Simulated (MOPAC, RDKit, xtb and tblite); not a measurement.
Relaxed torsion scan: SMILES C(=Cc1ccco1)c1ccco1. Scanned: dihedral C2–C1–C8–O12; all other coordinates were relaxed at GFN2-xTB. Points at φ and −φ are mirror images. Heavy atoms are numbered in the order of the SMILES C(=Cc1ccco1)c1ccco1, hydrogens after them in the order of the atoms that carry them; the mirror image has the same energies with the sign of each dihedral reversed.

Computed with: MMFF94 // GFN2-xTB (RDKit); PM6, restricted, heats of formation // GFN2-xTB (MOPAC); GFN2-xTB (xtb and tblite).

Energies in kcal/mol, each method relative to its own lowest point.

```tsv
φ / °	MMFF94	PM6	GFN2-xTB
-160	2.1	0.4	0.9
-140	3.4	1.3	2.7
-120	5.4	2.3	5.2
-100	7.1	2.8	7.3
-80	6.9	2.6	7.4
-60	4.9	2.2	5.4
-40	2.4	1.2	2.7
-20	0.6	0.4	0.7
0	0.0	0.1	0.0
20	0.6	0.4	0.7
40	2.4	1.2	2.7
60	4.9	2.2	5.4
80	6.9	2.6	7.4
100	7.1	2.8	7.3
120	5.4	2.3	5.2
140	3.4	1.3	2.7
160	2.1	0.4	0.9
180	1.6	0.0	0.3
```
